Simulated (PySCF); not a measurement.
Coordinates in bohr (charge 0 multiplicity 3):
```
Mo    0.0000    0.0000    0.3451
N     0.0000    0.0000   -2.7081
H     0.0000    0.0000    4.0991
```

These are results of UPBE0/[Mo def2-TZVP with ECP28, N def2-TZVP, H def2-TZVP], scalar-relativistic core potentials, density fitting, no spin–orbit coupling, PySCF, not measurements.

This geometry of HMoN is a stationary point at this level.

**Question.** What is the point group?

**Answer.** C∞v.

**Question.** Is it a minimum?

**Answer.** No: it has 2 imaginary modes (one degenerate set), at 447i cm⁻¹ (π).

**Question.** Which band is strongest in the infrared?

**Answer.** 1109 cm⁻¹ (σ+), 75 km/mol.

**Question.** What are the dipole moment and the gap between the highest occupied and lowest empty levels of either spin?

**Answer.** 0.34 D and 3.96 eV.

The determinant is spin-contaminated (⟨S²⟩ = 2.23, pure value 2.00). Other isomers or separated fragments may lie lower. With open d or f shells other occupations or spin states may lie lower. At this level a triplet minimum of Cs symmetry lies 99 kJ/mol below this structure.
